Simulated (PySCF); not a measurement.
Predicted microwave data (PBE0/pcSseg-1 in PySCF (dipole) on a GFN2-xTB geometry, gas phase) for one isomer of C8H18S:

- Rotational constants: A = 1919, B = 862.8, C = 722.5 MHz
- Dipole components: |μa| = 0.16 D, |μb| = 0.18 D, |μc| = 1.61 D
- Inertial defect: -149.64 u·Å²
- κ: -0.77

Problem. Which candidate fits, each taken in the one conformer that was computed?
A. `[CH3:1][CH2:2][C@@H:3]([CH3:4])[S:5][C@@H:6]([CH3:7])[CH2:8][CH3:9]` with C1–C2–C3–C4 -57°, C2–C3–S5–C6 84°, C3–S5–C6–C7 90°, S5–C6–C8–C9 68°
B. `[CH3:1][CH2:2][CH2:3][S:4][C@@H:5]([CH3:6])[CH:7]([CH3:8])[CH3:9]` with C1–C2–C3–S4 65°, C2–C3–S4–C5 81°, C3–S4–C5–C6 92°, S4–C5–C7–C8 -58°
C. `[CH3:1][CH2:2][C@@H:3]([CH3:4])[S:5][C@H:6]([CH3:7])[CH2:8][CH3:9]` with C1–C2–C3–C4 165°, C2–C3–S5–C6 -69°, C3–S5–C6–C7 -101°, S5–C6–C8–C9 -66°

Solution. B. It is CCCS[C@@H](C)C(C)C, an asymmetric top, point group C1. The candidates at the same level (rigid rotor, commonest isotopes):

| SMILES | A (MHz) | B (MHz) | C (MHz) | μa (D) | μb (D) | μc (D) | Δ (u·Å²) | point group | rotor |
| --- | --- | --- | --- | --- | --- | --- | --- | --- | --- |
| CCCS[C@@H](C)C(C)C | 1919 | 862.8 | 722.5 | 0.16 | 0.18 | 1.61 | -149.64 | C1 | asymmetric top |
| CC[C@@H](C)S[C@@H](C)CC | 1819 | 892.1 | 694.2 | 0.01 | 0.11 | 1.62 | -116.36 | C1 | asymmetric top |
| CC[C@@H](C)S[C@H](C)CC | 1560 | 1053 | 747.9 | 0.32 | 0.21 | 1.64 | -128.35 | C1 | asymmetric top |

`CC[C@@H](C)S[C@@H](C)CC` has A 5 % too low; `CC[C@@H](C)S[C@H](C)CC` has B 22 % too high. No structure here is proved a minimum.
